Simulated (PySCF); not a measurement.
Molecule: `FB(F)CC1=CC1`, C₄H₅BF₂.

Mapped SMILES: `[F:1][B:2]([F:3])[CH2:4][C:5]1=[CH:6][CH2:7]1`; H(Xn) means a hydrogen on atom n.

Spin–spin couplings on one PBE0-D3(BJ)/def2-SVP geometry, PySCF 2.14, gas phase, non-relativistic, equivalent pairs averaged (spin–dipole term only in couplings to heteroatoms); isotopes 13C, 1H, 19F, 11B; basis pcJ-1.

How do the couplings (Hz) change with the functional? Times are CPU seconds on 1 thread of an Arm Neoverse V1, shared host.

Answers


```tsv
functional	functions	1J(C6,H(C6))	1J(F1,B2)	1J(C7,H(C7))	1J(C4,H(C4))	1J(B2,C4)	1J(C5,C6)	1J(C4,C5)	core-s
LDA	239	192.8	-180.9	135.6	102.3	59.2	51.3	36.7	23
PBE	239	220.9	-179.1	159.2	122.3	71.8	60.5	45.9	35
KT2	239	239.8	-213.5	171.5	129.1	62.1	47.6	34.3	36
PBE0	239	228.1	-137.5	164.2	126.1	76.3	67.3	52.1	51
B97-2	239	218.8	-135.7	158.2	119.8	77.7	64.2	50.9	51
BHandHLYP	239	256.9	-89.0	185.6	143.3	87.2	82.6	64.6	58
CAM-B3LYP	239	238.1	-130.6	171.1	131.0	78.2	69.0	54.7	73
``` Left out for a near triplet instability: HF/pcJ-1.
